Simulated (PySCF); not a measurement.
A structure optimised at PBE0-D3(BJ)/def2-SVP, used in a PySCF frequency run:

```xyz
8

Se    -0.1751     0.7405     0.5892
O     -1.8513     0.1335     0.5029
H     -2.1418     0.1990    -0.4171
O      0.7492    -0.7591     0.2095
Si     0.9829    -1.1746    -1.4068
H     -0.3306    -1.2189    -2.1214
H      1.6109    -2.5238    -1.4073
H      1.8694    -0.1859    -2.0892
```
Charge 0, spin multiplicity 1.

Task: Write its SMILES and formula.

Result: O[Se]O[SiH3], H4O2SeSi

Task: What are its rotational constants (standard atomic weights)?

Result: 8.2868, 1.9998, 1.7582 GHz
